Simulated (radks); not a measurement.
Species: Ta43+. Configuration: [Ar] 3d10 4s2. Method: scalar-relativistic Kohn-Sham, PBE, spin-polarised, spherical densities, point nucleus; computed with a radial shooting solver on a logarithmic mesh with Libxc functionals.

Normalised radial functions P(r) = r R(r), r in bohr:

r,3p,3d
0.0006898,0.0048,0.0000
0.0008769,0.0072,0.0000
0.001115,0.0107,0.0000
0.001417,0.0160,0.0001
0.001802,0.0240,0.0002
0.00229,0.0358,0.0003
0.002888,0.0526,0.0006
0.003672,0.0782,0.0012
0.004668,0.1158,0.0023
0.005934,0.1702,0.0044
0.007543,0.2478,0.0084
0.009589,0.3558,0.0159
0.01219,0.5012,0.0298
0.0155,0.6881,0.0551
0.0197,0.9124,0.1001
0.02504,1.1535,0.1778
0.03158,1.3592,0.3013
0.04015,1.4668,0.5011
0.05104,1.3609,0.7949
0.06489,0.9363,1.1891
0.08249,0.1541,1.6537
0.1049,-0.8772,2.1026
0.1333,-1.8662,2.3953
0.1695,-2.4314,2.3839
0.2154,-2.3320,2.0089
0.2739,-1.6787,1.3775
0.3482,-0.8810,0.7297
0.4391,-0.3309,0.2896
0.5582,-0.0764,0.0740
0.7096,-0.0099,0.0112
0.902,-0.0006,0.0009
1.147,0.0000,0.0000

3p: eigenvalue -4193.5 eV, 1 radial node at r = 0.0857 bohr, <r> = 0.200 bohr, 90 % of the charge inside 0.298 bohr. 3d: eigenvalue -3713.6 eV, 0 radial nodes, <r> = 0.180 bohr, 90 % of the charge inside 0.278 bohr.
